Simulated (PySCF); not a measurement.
SMILES Cc1cccc(O)c1 (C₇H₈O), singlet, GFN2-xTB optimised geometry.

```
16

C     -1.66     1.98     0.02
C     -0.96     0.66     0.00
C     -1.69    -0.53     0.00
C     -1.04    -1.75     0.00
C      0.34    -1.81     0.00
C      1.08    -0.63     0.00
O      2.44    -0.63     0.00
C      0.43     0.60     0.00
H     -1.90     2.26     1.05
H     -2.59     1.94    -0.54
H     -1.03     2.76    -0.40
H     -2.77    -0.49     0.00
H     -1.61    -2.66    -0.01
H      0.85    -2.76     0.00
H      2.77    -1.54     0.00
H      1.02     1.50     0.00
```

Density from CAM-B3LYP/def2-TZVP in PySCF at that geometry.

Minimum of the electron density along straight lines between bonded atoms, close to the bond critical point (lines longer than 1.1 times the sum of covalent radii, or with two minima, are not listed):

| bond | length / Å | ρ at the minimum / e bohr⁻³ | ∇²ρ there / e bohr⁻⁵ | position (fraction from the first atom) |
|---|---|---|---|---|
| C1–C2 | 1.499 | [?] | [?] | 0.49 |
| C2–C3 | 1.391 | 0.321 | -0.96 | 0.51 |
| C3–C4 | 1.382 | 0.325 | -0.98 | 0.49 |
| C4–C5 | 1.384 | 0.323 | -0.97 | 0.50 |
| C5–C6 | 1.389 | 0.324 | -0.97 | 0.48 |
| C6–O7 | 1.363 | 0.294 | -0.64 | 0.35 |
| C2–C8 | 1.385 | 0.324 | -0.96 | 0.50 |
| C6–C8 | 1.390 | 0.324 | -0.98 | 0.52 |
| C1–H9 | 1.090 | 0.278 | -0.95 | 0.64 |
| C1–H10 | 1.088 | 0.280 | -0.97 | 0.64 |
| C1–H11 | 1.087 | 0.281 | -0.97 | 0.64 |
| C3–H12 | 1.080 | 0.287 | -1.03 | 0.64 |
| C4–H13 | 1.080 | 0.289 | -1.04 | 0.65 |
| C5–H14 | 1.082 | 0.284 | -1.01 | 0.64 |
| O7–H15 | 0.965 | [?] | -2.44 | 0.81 |
| C8–H16 | 1.079 | 0.288 | -1.03 | 0.65 |

Q: Some entries are withheld; supply them.

A: 
- C1–C2, ρ at the minimum / e bohr⁻³: 0.262
- C1–C2, ∇²ρ there / e bohr⁻⁵: -0.70
- O7–H15, ρ at the minimum / e bohr⁻³: 0.358
